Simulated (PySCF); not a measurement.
A structure optimised at PBE-D3(BJ)/def2-SVP, used in a PySCF frequency run:

```xyz
4

Cl     1.7778    -1.0264    -0.2951
Ge     0.0000     0.0000     0.4703
Cl    -1.7778    -1.0264    -0.2951
Cl     0.0000     2.0528    -0.2951
```
Charge 0, spin multiplicity 2.

Q: Write its SMILES and formula.

A: [Cl][Ge]([Cl])[Cl], Cl3Ge

Q: What are its rotational constants (standard atomic weights)?

A: 2.0268, 2.0268, 1.1277 GHz
